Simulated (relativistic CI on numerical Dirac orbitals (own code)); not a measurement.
**Co+ in a cubic cluster: L2,3 absorption with charge transfer**

Computed with a charge-transfer multiplet model of a cubic metal-ligand cluster with up to 2 ligand holes, Slater and spin-orbit integrals from Dirac-Coulomb-Breit ions, Slater integrals scaled by 0.8. The ground state mixes d8 with configurations of k ligand holes L, whose averages lie at kΔ + k(k − 1)U_dd/2; a core hole lowers each added d electron by U_cd. 20 K, Lorentzian 0.4 eV and Gaussian 0.3 eV FWHM.

Atomic integrals in eV (Slater integrals scaled, ζ unscaled), ground: F2dd 8.285, F4dd 5.103, zeta_d 0.056; with the core hole: F2dd 8.285, F4dd 5.103, zeta_d 0.075, zeta_core 9.677, F2cd 5.321, G1cd 3.943, G3cd 2.240.

Cluster parameters (eV): Δ = 8.2, U_dd = 6.3, U_cd = 7, 10Dq(ligand) = 1.3, V(eg) = 1.35, V(t2g) = -0.59, final-state hopping factor = 1.

| Case | n_d | d8 | d9L | d10L2 | S |
| --- | --- | --- | --- | --- | --- |
| 10Dq = 0.35 eV | 8.04 | 0.96 | 0.04 | 0.00 | 1.00 |
| 10Dq = 0.65 eV | 8.04 | 0.96 | 0.04 | 0.00 | 1.00 |
| 10Dq = 0.95 eV | 8.04 | 0.96 | 0.04 | 0.00 | 1.00 |
| 10Dq = 1.25 eV | 8.04 | 0.96 | 0.04 | 0.00 | 1.00 |
| 10Dq = 1.85 eV | 8.04 | 0.96 | 0.04 | 0.00 | 1.00 |

Weights, n_d and S are thermal averages at 20 K. Photon energies count from the first peak over 30 % of the highest in each spectrum, which can be another peak from case to case. The parameters are a model scan and need not match a compound or its usual spin state. Peaks in eV (height, largest 100):
- 10Dq = 0.35 eV: 0.0 (100), 1.9 (25), 14.6 (20), 15.7 (34)
- 10Dq = 0.65 eV: 0.0 (100), 1.8 (25), 14.6 (23), 15.7 (32)
- 10Dq = 0.95 eV: 0.0 (100), 1.7 (26), 14.6 (25), 15.6 (27)
- 10Dq = 1.25 eV: 0.0 (100), 1.7 (25), 14.6 (26), 15.5 (26)
- 10Dq = 1.85 eV: 0.0 (100), 1.6 (21), 14.6 (27), 15.5 (26)

Curve for 10Dq = 0.95 eV (points under 2 left out, the grid thinned):

```csv
E (eV),Intensity
-1.7,2.1
-1.5,2.6
-1.3,3.5
-1.2,4.1
-1.0,5.9
-0.8,9.2
-0.6,16.5
-0.4,35.1
-0.3,51.9
-0.1,91.3
0.1,94.5
0.3,57.5
0.5,27.8
0.6,20.5
0.8,14.8
1.0,12.9
1.2,12.2
1.4,15.9
1.5,19.6
1.7,25.9
1.9,20.3
2.1,11.0
2.3,6.8
2.4,6.3
2.6,6.0
2.8,4.4
3.0,2.7
3.1,2.2
13.9,3.0
14.1,5.5
14.3,11.9
14.5,22.5
14.6,25.0
14.8,18.8
15.0,11.1
15.2,11.0
15.4,18.8
15.5,24.2
15.7,26.3
15.9,16.7
16.1,8.7
16.3,4.7
16.4,3.8
16.6,2.6
16.8,2.0
```

For the case 10Dq = 0.95 eV, Δ = 8.2 eV is larger than U_dd = 6.3 eV, the Mott-Hubbard side of the Zaanen-Sawatzky-Allen scheme. With the core hole the configuration with one ligand hole lies at Δ + U_dd − U_cd = 7.5 eV above the one without, against Δ in the ground state. The added d electron screens the hole, so the order of the configurations is kept and charge-transfer satellites are weaker than in photoemission.
